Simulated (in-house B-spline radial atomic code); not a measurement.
RPA and G0W0 on r2SCAN: the bromine ion Br²⁺

Configuration [Ar] 3d10 4s2 4p3, highest spin, mean-field start r2SCAN. Computed with a B-spline radial code for spherical atoms: all electrons, scalar-relativistic (spin-free one-electron X2C), finite nucleus, each spin shell either full or empty, empty states to l = 9 with an (l + 1/2)⁻⁴ tail; G0W0 by contour deformation at full frequency.

Command:
```bash
python run_gw.py task.json out
```
Settings (radii: box in bohr, nucleus in fm):
```
Z                        35
electrons                33
configuration            [Ar] 3d10 4s2 4p3
hamiltonian              x2c
method                   r2scan
lmax                     9
rms_radius               4.1629
spin_polarised           True
box_radius               17.55
intervals                70
```

Time taken, with all properties: 2.4 s on 1 thread of Intel(R) Xeon(R) Platinum 8488C, on a shared host.

Energies (hartree):

| term | value |
| --- | --- |
| mean-field total | -2605.06481 |
| Hartree-Fock functional on these orbitals | -2603.34979 |
| direct second order | -2.7819 |
| second-order exchange | 0.81405 |
| SOSEX correction | 0.74815 |

Task: What is the RPA correlation energy, and what remains with SOSEX?

Result: RPA gives -2.4131 hartree (-1.99 eV per electron); RPA + SOSEX gives -1.6649, and the second-order doubles -1.9679 hartree (no singles). SOSEX takes back 31 % of the RPA value.

Quasi-particle levels (eV):

| level | occupied | mean field | Σx - vxc | Σc | QP weight | G0W0 |
| --- | --- | --- | --- | --- | --- | --- |
| 4p up | yes | -30.04 | -5.07 | ? | ? | ? |
| 4s down | yes | -39.84 | -3.48 | -2.16 | 0.932 | -45.48 |
| 4p down | no | -25.570 | 6.74 | -2.69 | 0.937 | -21.517 |

G0W0 = mean field + (Σx - vxc) + Σc, with Σc (partial-wave tail included) taken at the quasi-particle energy. Only the outer levels were computed. Levels of low weight are left out.

Task: Where does G0W0 put 4p up?

Result: At -35.38 eV, with Σc = -0.28 eV and a quasi-particle weight of 0.936. The tabulated removal energy is 34.871 ± 0.019 eV (NIST, measured); the calculation leaves out spin-orbit coupling, Breit and QED terms, and what these don't explain is the method's own error.
